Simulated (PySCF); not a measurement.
## Tin: a sound run and one with changed settings

Sound run: Sn⁺ [Kr] 4d10 5s2 5p1, Sn²⁺ [Kr] 4d10 5s2. Computed with PySCF 2.14 in aug-cc-pVDZ-PP with ECP28MDF, with scalar relativity through the core potential. In the sound run the correlated levels freeze 4s2 4p6 4d10 outside the core potential. The sound run starts from symmetry-adapted Hartree-Fock orbitals and uses a fine grid where one is needed.

Changed run: initial guess atom, at most 50 SCF cycles, level shift 0.1 hartree.

```
species   method  sound run (hartree)  changed run (hartree)  converged
    Sn⁺      UHF           -213.08344             -213.08344        yes
    Sn⁺     TPSS           -213.89008             -213.89008        yes
    Sn⁺   r2SCAN           -214.05246             -214.05246        yes
    Sn⁺      MP2           -213.11032             -213.10683        yes
    Sn⁺  CCSD(T)           -213.12390             -213.12390        yes
   Sn²⁺      UHF           -212.57923             -212.57923        yes
   Sn²⁺     TPSS           -213.36909             -213.36909        yes
   Sn²⁺   r2SCAN           -213.52465             -213.52465        yes
   Sn²⁺      MP2           -212.60123             -212.59832        yes
   Sn²⁺  CCSD(T)           -212.61191             -212.61191        yes
```

Ionisation energy of Sn⁺:

```json
{"method": "UHF", "sound run (eV)": "13.720", "changed run (eV)": "13.720"}
{"method": "TPSS", "sound run (eV)": "14.177", "changed run (eV)": "14.177"}
{"method": "r2SCAN", "sound run (eV)": "14.362", "changed run (eV)": "14.362"}
{"method": "MP2", "sound run (eV)": "13.853", "changed run (eV)": "13.837"}
{"method": "SCS-MP2", "sound run (eV)": "13.835", "changed run (eV)": "13.822"}
{"method": "CCSD", "sound run (eV)": "13.922", "changed run (eV)": "13.922"}
{"method": "CCSD(T)", "sound run (eV)": "13.932", "changed run (eV)": "13.932"}
```

A level shift leaves the converged SCF energy unchanged but raises the virtual orbital energies, which shrinks MP2 if it is not removed.

For comparison, NIST gives 14.633 eV between the lowest levels.
